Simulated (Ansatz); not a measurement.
Basis sets compared for InH2(CCH) (C2H3In). The state is a singlet with charge 0. Geometry PBE-D4/def2-TZVP. Ansatz on 4 threads of Arm Neoverse V1 on a shared host; times are rough, and most runs start from earlier orbitals.

```xyz
6

In   -0.6803   -1.2016    0.0400
H    -2.3994   -1.1113    0.1345
H     0.2699   -2.6390   -0.0127
C     0.3622    0.6295   -0.0178
C     0.9594    1.6946   -0.0550
H     1.4882    2.6278   -0.0891
```

In the def2 sets In takes a core potential; there is no spin–orbit coupling.

Binding counts from free atoms (In doublet, H doublet, C triplet) in the same basis, without a counterpoise term.

| level | functions | energy (Eh) | HOMO (eV) | LUMO (eV) | binding per atom (eV) | wall time |
| --- | --- | --- | --- | --- | --- | --- |
| PBE-D4/def2-SVP | 69 | -267.8760 | -6.46 | -2.69 | 3.47 | 0.45 s |
| PBE0-D4/def2-SVP | 69 | -267.8830 | -7.66 | -1.96 | 3.41 | 0.65 s |

**Question.** Estimate the rows for PBE-D4/def2-TZVP, PBE0-D4/def2-TZVP (with forces).

**Answer.** 
```csv
level,functions,energy (Eh),HOMO (eV),LUMO (eV),binding per atom (eV),wall time
PBE-D4/def2-TZVP,130,-267.9744,-6.56,-2.76,3.48,0.8 s
PBE0-D4/def2-TZVP (with forces),130,-267.9790,-7.72,-2.01,3.41,1.3 s
```
